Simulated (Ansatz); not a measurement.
C3H7B2Cl (`B/C(C)=C(/B)Cl`), relaxed with RKS PBE0-D4/def2-TZVP in Ansatz 0.2.0 from a PBE-D4/def2-SVP geometry. The force threshold is 0.005 eV/Å; the program also tests the step.

Charge 0, multiplicity 1.

Start:

```xyz
13

B    -1.017   -0.392   -1.530
C    -0.014   -0.298   -0.321
C     1.117   -1.198    0.034
C    -0.397    0.818    0.377
B     0.039    1.560    1.619
Cl   -1.848    1.430   -0.620
H    -1.932   -1.196   -1.473
H    -0.643   -0.029   -2.633
H     1.667   -0.875    0.939
H     1.827   -1.265   -0.818
H     0.738   -2.231    0.190
H    -0.530    2.559    2.006
H     0.993    1.116    2.229
```

Problem. How much energy does the relaxation release, and in how many steps? (An estimate is asked.)

Solution. Computed: 6.63 kJ/mol, in 8 steps, 1 of them rejected.

Problem. Which bonds change most? (An estimate is asked.)

Solution. Computed: C4–Cl6 from 1.864 to 1.816 Å; B1–H7 from 1.220 to 1.198 Å; B1–H8 from 1.220 to 1.198 Å.

Problem. Give the relaxed structure. (Estimate.)

Solution. Computed: 
```xyz
13

B    -1.005   -0.415   -1.535
C    -0.026   -0.289   -0.320
C     1.103   -1.173    0.047
C    -0.414    0.812    0.357
B     0.053    1.528    1.596
Cl   -1.830    1.430   -0.596
H    -1.917   -1.187   -1.468
H    -0.644   -0.036   -2.612
H     1.622   -0.846    0.948
H     1.818   -1.220   -0.780
H     0.739   -2.194    0.194
H    -0.490    2.515    1.987
H     0.991    1.075    2.182
```
